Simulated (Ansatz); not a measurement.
System: sum formula GeOCl, net charge 0, doublet state. It need not be the lowest isomer of its formula. 
Structure (B3LYP-D3(BJ)/def2-TZVP (Ansatz, a program for electronic structure) minimum search):
SMILES: [O]=[Ge][Cl]
```xyz
3

Ge    -0.3863     0.3169    -0.3028
O     -1.5957    -0.8436    -0.3508
Cl     1.4781    -0.1996     0.7350
```
Charge 0, spin multiplicity 2.

Total electronic energies in hartree. Correlated levels leave the core frozen unless marked. Open shells are spin-unrestricted. Spin-orbit coupling is left out. Frozen are the shells of the preceding noble gas and the d and f shells that filled before the atom's block. Non-relativistic. CBS(X,Y): correlation extrapolated as X^-3; Hartree-Fock from the larger set. [CCSD(T)-MP2]/basis is that difference in the basis named.

The T1 diagnostic of CCSD in the largest basis is 0.092, which is high, so the coupled-cluster rows are less sure than usual.

| level | program | energy (Eh) |
|---|---|---|
| HF/def2-TZVPP | Ansatz | -2609.77864 |
| revPBE-D4/def2-TZVPD | Ansatz + dftd4 | -2612.22436 |
| PBE0/6-31G* | Ansatz | -2611.62788 |
| wB97M-V/def2-TZVPD | Ansatz | -2612.31621 |
| PBE-QIDH/def2-TZVPD | Ansatz | -2611.49088 |
| MP2/def2-TZVPP | Ansatz | -2610.24940 |
| RI-MP2/def2-QZVPPD | Ansatz | -2610.35208 |
| RI-MP2/CBS(def2-TZVPP,def2-QZVPP)+[CCSD(T)-MP2]/def2-TZVPP | Ansatz | -2610.4548 |
| RI-MP2/CBS(def2-TZVPPD,def2-QZVPPD)+[CCSD(T)-MP2]/def2-TZVPPD | Ansatz | -2610.4547 |

Totals of different functionals don't rank their quality; only differences between species are comparable.
